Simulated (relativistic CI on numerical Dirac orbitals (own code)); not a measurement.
**Forbidden transitions in Pt XXII**

Method of calculation: Dirac-Coulomb-Breit CI, orbitals from a KLI potential per configuration, model QED (radiative potential, 1s self-energy scaled to tabulated hydrogen-like ionisation energies), unscaled Slater integrals (own radial code, finite nucleus).

CI space (outside the closed core [Ar] 3d10): 4s²4p⁶4d¹⁰4f¹¹, 4s²4p⁶4d¹⁰4f¹⁰5s, 4s²4p⁶4d¹⁰4f⁹5s², 4s²4p⁶4d¹⁰4f¹⁰5p, 4s²4p⁶4d⁹4f¹², 4s²4p⁶4d¹⁰4f¹⁰5d, 4s²4p⁶4d⁸4f¹³, 4s²4p⁶4d¹⁰4f¹⁰6s, 4s²4p⁵4d¹⁰4f¹², 4s²4p⁴4d¹⁰4f¹³, 4p⁶4d¹⁰4f¹³, 4s4p⁶4d⁹4f¹³, 4s4p⁶4d¹⁰4f¹¹5s, 4s4p⁶4d¹⁰4f¹¹6s. Levels of other configurations are missing.

| λ vac (Å) | Lower | Upper | Type | A (s⁻¹) | log gf |
| --- | --- | --- | --- | --- | --- |
| 1209.3 | 4s²4p⁶4d¹⁰4f¹¹ ⁴I°15/2 [1] | 4s²4p⁶4d¹⁰4f¹¹ ²K°13/2 [17] | M1 | 4.46e+01 | -6.86 |
| 1480.3 | 4s²4p⁶4d¹⁰4f¹¹ ²H°11/2 [4] | 4s²4p⁶4d¹⁰4f¹¹ ²I°11/2 [22] | M1 | 1.66e+02 | -6.18 |
| 1506.9 | 4s²4p⁶4d¹⁰4f¹¹ ⁴I°15/2 [1] | 4s²4p⁶4d¹⁰4f¹¹ ²K°15/2 [11] | M1 | 5.81e+02 | -5.50 |
| 1731.9 | 4s²4p⁶4d¹⁰4f¹¹ ⁴I°13/2 [2] | 4s²4p⁶4d¹⁰4f¹¹ ²K°13/2 [17] | M1 | 9.43e+01 | -6.23 |
| 1832.5 | 4s²4p⁶4d¹⁰4f¹¹ ²H°11/2 [4] | 4s²4p⁶4d¹⁰4f¹¹ ²K°13/2 [17] | M1 | 6.13e+01 | -6.36 |
| 2082.6 | 4s²4p⁶4d¹⁰4f¹¹ ⁴I°9/2 [6] | 4s²4p⁶4d¹⁰4f¹¹ ²G°7/2 [21] | M1 | 1.41e+02 | -6.13 |
| 2200.0 | 4s²4p⁶4d¹⁰4f¹¹ ⁴I°13/2 [2] | 4s²4p⁶4d¹⁰4f¹¹ ²H°11/2 [14] | M1 | 6.96e+02 | -5.22 |
| 2246.7 | 4s²4p⁶4d¹⁰4f¹¹ ⁴I°11/2 [7] | 4s²4p⁶4d¹⁰4f¹¹ ²I°11/2 [22] | M1 | 8.58e+01 | -6.11 |
| 2248.9 | 4s²4p⁶4d¹⁰4f¹¹ ⁴S°3/2 [5] | 4s²4p⁶4d¹⁰4f¹¹ ²D°5/2 [19] | M1 | 1.24e+02 | -6.25 |
| 2377.3 | 4s²4p⁶4d¹⁰4f¹¹ ²G°9/2 [3] | 4s²4p⁶4d¹⁰4f¹¹ ²G°7/2 [13] | M1 | 7.37e+01 | -6.30 |
| 2415.0 | 4s²4p⁶4d¹⁰4f¹¹ ⁴I°13/2 [2] | 4s²4p⁶4d¹⁰4f¹¹ ²K°15/2 [11] | M1 | 7.01e+01 | -6.01 |
| 2465.4 | 4s²4p⁶4d¹⁰4f¹¹ ²G°9/2 [3] | 4s²4p⁶4d¹⁰4f¹¹ ⁴G°9/2 [12] | M1 | 6.72e+01 | -6.21 |
| 2504.5 | 4s²4p⁶4d¹⁰4f¹¹ ⁴S°3/2 [5] | 4s²4p⁶4d¹⁰4f¹¹ ²P°1/2 [16] | M1 | 4.09e+02 | -6.11 |
| 2597.3 | 4s²4p⁶4d¹⁰4f¹¹ ²H°11/2 [4] | 4s²4p⁶4d¹⁰4f¹¹ ⁴G°9/2 [12] | M1 | 3.61e+02 | -5.44 |
| 2646.7 | 4s²4p⁶4d¹⁰4f¹¹ ⁴F°7/2 [8] | 4s²4p⁶4d¹⁰4f¹¹ ²G°7/2 [21] | M1 | 1.21e+02 | -5.99 |
| 3030.2 | 4s²4p⁶4d¹⁰4f¹¹ ⁴F°7/2 [8] | 4s²4p⁶4d¹⁰4f¹¹ ⁴G°5/2 [20] | M1 | 1.65e+02 | -5.87 |
| 3166.0 | 4s²4p⁶4d¹⁰4f¹¹ ⁴I°9/2 [6] | 4s²4p⁶4d¹⁰4f¹¹ ⁴G°9/2 [15] | M1 | 3.20e+02 | -5.32 |
| 3464.7 | 4s²4p⁶4d¹⁰4f¹¹ ²G°9/2 [3] | 4s²4p⁶4d¹⁰4f¹¹ ⁴F°7/2 [8] | M1 | 4.02e+02 | -5.24 |
| 3528.1 | 4s²4p⁶4d¹⁰4f¹¹ ⁴F°7/2 [8] | 4s²4p⁶4d¹⁰4f¹¹ ²D°5/2 [19] | M1 | 1.79e+02 | -5.70 |
| 3679.0 | 4s²4p⁶4d¹⁰4f¹¹ ⁴F°5/2 [9] | 4s²4p⁶4d¹⁰4f¹¹ ⁴F°3/2 [18] | M1 | 3.30e+02 | -5.57 |
| 3814.8 | 4s²4p⁶4d¹⁰4f¹¹ ⁴I°13/2 [2] | 4s²4p⁶4d¹⁰4f¹¹ ⁴I°11/2 [7] | M1 | 4.94e+02 | -4.89 |
| 3982.2 | 4s²4p⁶4d¹⁰4f¹¹ ⁴I°11/2 [7] | 4s²4p⁶4d¹⁰4f¹¹ ⁴G°9/2 [15] | M1 | 5.15e+02 | -4.91 |
| 4007.7 | 4s²4p⁶4d¹⁰4f¹¹ ⁴I°15/2 [1] | 4s²4p⁶4d¹⁰4f¹¹ ⁴I°13/2 [2] | M1 | 5.48e+02 | -4.73 |
| 4035.5 | 4s²4p⁶4d¹⁰4f¹¹ ⁴S°3/2 [10] | 4s²4p⁶4d¹⁰4f¹¹ ⁴F°3/2 [18] | M1 | 3.06e+02 | -5.52 |
| 4340.0 | 4s²4p⁶4d¹⁰4f¹¹ ²H°11/2 [4] | 4s²4p⁶4d¹⁰4f¹¹ ⁴I°11/2 [7] | M1 | 1.02e+02 | -5.46 |
| 4559.0 | 4s²4p⁶4d¹⁰4f¹¹ ⁴I°9/2 [6] | 4s²4p⁶4d¹⁰4f¹¹ ⁴G°9/2 [12] | M1 | 1.35e+02 | -5.38 |
| 5157.7 | 4s²4p⁶4d¹⁰4f¹¹ ⁴S°3/2 [5] | 4s²4p⁶4d¹⁰4f¹¹ ⁴S°3/2 [10] | M1 | 2.09e+02 | -5.48 |
| 5197.4 | 4s²4p⁶4d¹⁰4f¹¹ ⁴I°11/2 [7] | 4s²4p⁶4d¹⁰4f¹¹ ²H°11/2 [14] | M1 | 7.78e+01 | -5.42 |
| 5368.6 | 4s²4p⁶4d¹⁰4f¹¹ ²G°9/2 [3] | 4s²4p⁶4d¹⁰4f¹¹ ⁴I°9/2 [6] | M1 | 1.47e+02 | -5.20 |
| 6036.0 | 4s²4p⁶4d¹⁰4f¹¹ ²H°11/2 [4] | 4s²4p⁶4d¹⁰4f¹¹ ⁴I°9/2 [6] | M1 | 8.82e+01 | -5.32 |

Terms are leading LS components. Brackets give the number of a level in order of energy, since labels repeat. The list gives strong lines, with weight on those to low levels, among the lowest 200 of 2895 levels, so that lines to higher ones, which can be the strongest, are missing. Levels whose partners in the same complex of configurations lie outside the list can be far off, and so can their lines. Rates are taken at the computed energies, electric ones in the length gauge.

At this charge transitions that keep the count of f electrons are usually good to a few per cent. Terms inside the open d or f shell come out 10 to 20 % too wide with unscaled integrals. Levels that differ in their count of f electrons can be misplaced by several ten thousand cm⁻¹, since the correlation energy of f electrons is missing or only estimated; rates across such gaps can be off by orders of magnitude.

LS names give the leading component of a level, which can be under half, so a name can repeat, a term be missing and a line seem to break the LS rules.
